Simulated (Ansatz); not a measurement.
Reaction (ligand exchange at the Si–C bond): `COC([SiH3])=S` + `[CH3][AlH][OH]` → `[CH3][AlH][O][SiH3]` + `COC=S`

Computed with Ansatz on PBE0-D4/def2-TZVP structures; ΔE is electronic, products minus reactants. CCSD(T)/CBS is the MP2 limit (def2-TZVPP, def2-QZVPP) plus CCSD(T) − MP2 in def2-TZVPP, frozen cores. Functionals use def2-TZVPP. One conformer a species, not always the lowest.

`COC([SiH3])=S`:

Z-matrix (Å, degrees):
```
C
O 1 1.424
H 1 1.092 2 111.0
H 1 1.088 2 105.7 3 -118.8
H 1 1.092 2 111.0 3 122.4
C 2 1.325 1 119.3 3 -61.1
S 6 1.625 2 120.5 1 179.9
Si 6 1.908 2 126.8 1 0.0
H 8 1.480 6 107.1 2 -120.7
H 8 1.491 6 114.3 2 -0.6
H 8 1.480 6 107.1 2 119.6
```

`[CH3][AlH][OH]`:

```xyz
8

C     0.764   -1.007    0.095
Al   -0.125    0.715   -0.014
O    -1.814    0.717   -0.219
H     1.467   -1.138   -0.734
H     0.053   -1.835    0.069
H     1.352   -1.091    1.015
H     0.624    2.114    0.072
H    -2.321    1.525   -0.285
```

`[CH3][AlH][O][SiH3]`:

Z-matrix (Å, degrees):
```
C
Al 1 1.942
H 1 1.093 2 112.4
H 1 1.096 2 110.3 3 -119.5
H 1 1.094 2 111.7 3 122.1
O 2 1.688 1 119.8 3 22.6
H 2 1.582 1 124.0 3 -158.2
Si 6 1.621 2 169.7 1 -4.7
H 8 1.489 6 110.8 2 -9.3
H 8 1.488 6 110.1 2 110.7
H 8 1.488 6 110.2 2 -129.3
```

`COC=S`:

```xyz
8

C     0.371   -0.845    0.548
O     0.216    0.570    0.468
C    -0.414    1.032   -0.599
S    -0.690    2.593   -0.878
H     0.902   -1.041    1.476
H    -0.603   -1.339    0.572
H     0.958   -1.217   -0.295
H    -0.739    0.248   -1.292
```

Question: Is it downhill or uphill in electronic energy at CCSD(T)/CBS, and by how much? (An estimate is asked.)

Answer: Computed: Downhill: ΔE = -1.26 eV.

Question: What do these levels give: LDA (SPW92), PBE-D4, BLYP-D4, CAM-B3LYP-D4, ωB97M-V, PBE0, CAM-B3LYP, HF/def2-TZVPP, MP2/def2-TZVPP, CCSD/def2-TZVPP, CCSD(T)/def2-TZVPP, MP2/CBS(def2)? (An estimate is asked.)

Answer: The calculation gave: LDA (SPW92) -1.04, PBE-D4 -1.06, BLYP-D4 -1.19, CAM-B3LYP-D4 -1.36, ωB97M-V -1.26, PBE0 -1.22, CAM-B3LYP -1.39, HF/def2-TZVPP -1.68, MP2/def2-TZVPP -1.28, CCSD/def2-TZVPP -1.35, CCSD(T)/def2-TZVPP -1.28, MP2/CBS(def2) -1.25 eV.

Largest T1 diagnostic among the species: 0.017.

The D4 term adds +0.07 eV with B3LYP and +0.04 eV with PBE0; it sums over pairs of atoms, weighted by their polarisabilities, and B3LYP, whose exchange is more repulsive, gets the larger term. Leaving LDA and LC-ωPBE aside and taking each functional with its dispersion term where it has one, the values, not all of them listed here, spread over 0.37 eV, from BHLYP-D4 to revPBE-D4. LDA lies +0.07 eV from PBE without D4.

B3LYP here is the variant with VWN-RPA as its local correlation; programs differ in this.
